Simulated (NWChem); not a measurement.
The numbers come from NWChem runs, not from measurements. System: CH$_{3}$Cl$_{3}$Sn, charge 0, spin multiplicity 1, at a geometry optimised with PBE0/def2-SVP with def2 effective core potentials on Sn. The structure started from a generated list of species. Level: RHF/def2-SVP with def2 effective core potentials on Sn.

Part of the output:

```
             Northwest Computational Chemistry Package (NWChem) 7.3.0
             --------------------------------------------------------

                                NWChem Input Module
                                -------------------

 Scaling coordinates for geometry "geometry" by  1.889725989
 (inverse scale =  0.529177249)

                             Geometry "geometry" -> ""
                             -------------------------

 Output coordinates in angstroms (scale by  1.889725989 to convert to a.u.)

  No.       Tag          Charge          X              Y              Z
 ---- ---------------- ---------- -------------- -------------- --------------
    1 C                    6.0000    -2.32278200    -0.32690300     0.08524500
    2 Sn                  50.0000    -0.21960100    -0.03091700     0.00805200
    3 Cl                  17.0000     0.79065200    -1.35862000    -1.62769800
    4 Cl                  17.0000     0.33383400     2.18566800    -0.48138100
    5 Cl                  17.0000     0.81197200    -0.55448700     2.03803100
    6 H                    1.0000    -2.51913300    -1.32948500     0.48719400
    7 H                    1.0000    -2.75886700     0.43989200     0.73881100
    8 H                    1.0000    -2.72502500    -0.23668800    -0.93228100

 Effective nuclear repulsion energy (a.u.)     877.2648117440

            Nuclear Dipole moment (a.u.)
            ----------------------------
        X                 Y               Z
 ---------------- ---------------- ----------------
     0.0000359048    -0.0000226767    -0.0000415740


 Summary of "ao basis" -> "" (spherical)
 ------------------------------------------------------------------------------
       Tag                 Description            Shells   Functions and Types
 ---------------- ------------------------------  ------  ---------------------
 *                          def2-svp                  on all atoms

 Summary of "ao basis" -> "ao basis" (spherical)
 ------------------------------------------------------------------------------
       Tag                 Description            Shells   Functions and Types
 ---------------- ------------------------------  ------  ---------------------
 C                          def2-svp                 6       14   3s2p1d
 Sn                         def2-svp                10       26   4s4p2d
 Cl                         def2-svp                 8       18   4s3p1d
[...]
    53     -0.263436  3 Cl pz                85     -0.256918  5 Cl py
    49      0.198435  3 Cl py                50     -0.182355  3 Cl pz
    65      0.154614  4 Cl pz

 Vector   41  Occ=2.000000D+00  E=-4.412201D-01
              MO Center= -4.4D-01, -6.2D-02,  1.6D-02, r^2= 5.6D+00
   Bfn.  Coefficient  Atom+Function         Bfn.  Coefficient  Atom+Function
  ----- ------------  ---------------      ----- ------------  ---------------
     4      0.302585  1 C  px                51      0.285850  3 Cl px
    87      0.286924  5 Cl px                69      0.274069  4 Cl px
    25     -0.239665  2 Sn px                 7      0.222259  1 C  px
    48      0.204327  3 Cl px                84      0.205033  5 Cl px
    66      0.196893  4 Cl px

 Vector   42  Occ=0.000000D+00  E= 6.650693D-02
              MO Center= -7.3D-02, -1.0D-02,  2.6D-03, r^2= 4.8D+00
   Bfn.  Coefficient  Atom+Function         Bfn.  Coefficient  Atom+Function
  ----- ------------  ---------------      ----- ------------  ---------------
    18      0.837220  2 Sn s                 17      0.715642  2 Sn s
     3     -0.697708  1 C  s                 70      0.388518  4 Cl py
    89      0.362837  5 Cl pz                16     -0.292279  2 Sn s
    53     -0.289398  3 Cl pz                 7     -0.274858  1 C  px
    52     -0.242312  3 Cl py                15     -0.233451  2 Sn s

 Vector   43  Occ=0.000000D+00  E= 1.304759D-01
              MO Center= -3.6D-01, -1.7D-01, -1.8D-01, r^2= 4.9D+00
   Bfn.  Coefficient  Atom+Function         Bfn.  Coefficient  Atom+Function
  ----- ------------  ---------------      ----- ------------  ---------------
    30     -0.812627  2 Sn pz                29      0.792022  2 Sn py
    80      0.453625  5 Cl s                 62     -0.427385  4 Cl s
    70      0.313102  4 Cl py                89     -0.292308  5 Cl pz
    27     -0.274205  2 Sn pz                26      0.269169  2 Sn py
    87     -0.214314  5 Cl px                52     -0.202409  3 Cl py

 Vector   44  Occ=0.000000D+00  E= 1.304791D-01
              MO Center= -3.8D-01,  6.4D-02,  2.1D-01, r^2= 4.9D+00
   Bfn.  Coefficient  Atom+Function         Bfn.  Coefficient  Atom+Function
  ----- ------------  ---------------      ----- ------------  ---------------
    29      0.809324  2 Sn py                30      0.803445  2 Sn pz
    44      0.508641  3 Cl s                 62     -0.277083  4 Cl s
    26      0.273095  2 Sn py                27      0.273041  2 Sn pz
    71     -0.257622  4 Cl pz                51     -0.252271  3 Cl px
    88     -0.252883  5 Cl py                53      0.249790  3 Cl pz

 center of mass
 --------------
 x =   0.04676266 y =   0.00657934 z =  -0.00171752

 moments of inertia (a.u.)
 ------------------
        1762.427786950258          53.916417788271         -14.051716119526
          53.916417788271        1387.007655002038          -1.985552045520
         -14.051716119526          -1.985552045520        1379.935560612837

  Mulliken analysis of the total density
  --------------------------------------

    Atom       Charge   Shell Charges
 -----------   ------   -------------------------------------------------------
    1 C    6     6.39   1.99  0.84  0.36  2.00  1.18  0.02
    2 Sn  22    20.82   1.60  0.41  0.94 -0.02  3.25  2.75  1.21  0.33  9.80  0.54
    3 Cl  17    17.36   2.00  1.99  1.20  0.77  5.94  2.07  3.38  0.01
    4 Cl  17    17.36   2.00  1.99  1.20  0.77  5.94  2.07  3.38  0.01
    5 Cl  17    17.36   2.00  1.99  1.20  0.77  5.94  2.07  3.38  0.01
    6 H    1     0.90   0.73  0.14  0.03
    7 H    1     0.90   0.73  0.14  0.03
    8 H    1     0.90   0.73  0.14  0.03

       Multipole analysis of the density wrt the origin
       ------------------------------------------------

     L   x y z        total         open         nuclear
     -   - - -        -----         ----         -------
     0   0 0 0     -0.000000      0.000000     82.000000

     1   1 0 0     -1.449213      0.000000     11.619636
     1   0 1 0     -0.203999      0.000000      1.635868
     1   0 0 1      0.053159      0.000000     -0.426092

     2   2 0 0    -49.421846      0.000000    280.492247
     2   1 1 0      0.827024      0.000000    -21.516752
     2   1 0 1     -0.215608      0.000000      5.606672
     2   0 2 0    -55.181355      0.000000    430.302206
     2   0 1 1     -0.030379      0.000000      0.792923
     2   0 0 2    -55.289812      0.000000    433.124584

 Task  times  cpu:        2.7s     wall:        2.7s

 Total times  cpu:        2.8s     wall:        2.8s
```

Task: Write an NWChem input that would produce this output.

Result: This is not unique; one that fits is 
```
start mol
memory heap 200 mb stack 900 mb global 1100 mb
geometry units angstroms nocenter noautoz noautosym
  C     -2.322782    -0.326903     0.085245
  Sn    -0.219601    -0.030917     0.008052
  Cl     0.790652    -1.358620    -1.627698
  Cl     0.333834     2.185668    -0.481381
  Cl     0.811972    -0.554487     2.038031
  H     -2.519133    -1.329485     0.487194
  H     -2.758867     0.439892     0.738811
  H     -2.725025    -0.236688    -0.932281
end
basis spherical
  * library def2-svp
end
ecp
  Sn library def2-ecp
end
scf
  rhf
  nopen 0
  maxiter 100
  thresh 1e-7
  semidirect memsize 60000000 filesize 0
end
task scf energy
```
